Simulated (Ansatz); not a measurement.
Two isomers of C2H7GeNO: A = `C[C](=N)[GeH2][OH]`, B = `C[N](C)[Ge][OH]`.

Program: Ansatz. Geometries: PBE0-D4/def2-TZVP. ΔE: electronic, gas phase. CCSD(T)/CBS adds triple-zeta CCSD(T) − MP2 to the extrapolated MP2 energy (def2 sets, frozen cores). DFT in def2-TZVPP. B3LYP here is the variant with VWN-RPA as its local correlation; programs differ in this. For Ge outer-core shells are correlated without core-valence functions, which leaves a few kJ/mol of doubt a bond. Scalar relativity is left out up to krypton. One conformer a species, not always the lowest.

Task: Which is lower in electronic energy at CCSD(T)/CBS, and by how much? (An estimate is asked.)

Result: Computed: B, by 17.4 kcal/mol.

Task: Give E(B) − E(A) in kcal/mol with B3LYP, CCSD/def2-TZVPP, B2PLYP, PBE-D4, HF/def2-TZVPP, PBE0-D4, CCSD(T)/def2-TZVPP. (Best estimate.)

Result: The calculation gave: B3LYP -19.5, CCSD/def2-TZVPP -14.3, B2PLYP -18.1, PBE-D4 -19.8, HF/def2-TZVPP -12.4, PBE0-D4 -18.2, CCSD(T)/def2-TZVPP -14.4. None reverses the order clearly.

Largest T1 diagnostic: 0.014.

The D4 term adds −0.9 kcal/mol with B3LYP and −0.4 kcal/mol with PBE0; it sums over pairs of atoms, weighted by their polarisabilities, and B3LYP, whose exchange is more repulsive, gets the larger term. In def2-TZVPP, CCSD(T) changes the Hartree–Fock value by −2.0 kcal/mol (the triples alone add −0.1 kcal/mol) and MP2 by −3.4 kcal/mol.
